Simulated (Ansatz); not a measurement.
C$_{2}$H$_{6}$BGaO, SMILES `[CH3][Ga]1[BH]O[CH2]1`. Total charge 0; spin multiplicity 1.

Cartesian coordinates in Å:
```
C 0.947 -1.993 0.309
Ga -0.153 -0.381 0.099
B -1.887 0.842 0.048
O -1.133 1.912 -0.270
C 0.287 1.563 -0.366
H 0.355 -2.871 0.565
H 1.491 -2.194 -0.618
H 1.693 -1.833 1.093
H -3.073 0.958 0.166
H 0.633 1.816 -1.372
H 0.840 2.180 0.346
```

Task: What are the harmonic wavenumbers in cm⁻¹ at PBE0-D4/def2-TZVP (Ansatz, finite differences of forces, unscaled)? (Estimate.)

Result: The calculation gave: 32, 89, 133, 263, 375, 486, 573, 599, 660, 670, 727, 754, 889, 1053, 1158, 1197, 1218, 1332, 1440, 1446, 1472, 2617, 3047, 3057, 3114, 3124, 3152.

Task: Is this a minimum?

Result: Yes, all 27 modes are real.

Task: Give the ideal-gas thermochemistry at 298.15 K and 1 bar (rigid rotor, harmonic oscillator; point group Cs, symmetry number 1).

Result: Zero-point energy 207.4 kJ/mol; H(298) − E = 228.6 kJ/mol; entropy 355.9 J/(mol·K), of which translation 169.2, rotation 110.2, vibration 76.4; G(298) − E = 122.5 kJ/mol. Modes under 100 cm⁻¹ are hindered rotations or soft bends, so the harmonic entropy is rough.

Task: Rotational constants (cm⁻¹)?

Result: 0.3533, 0.07573, 0.06385.
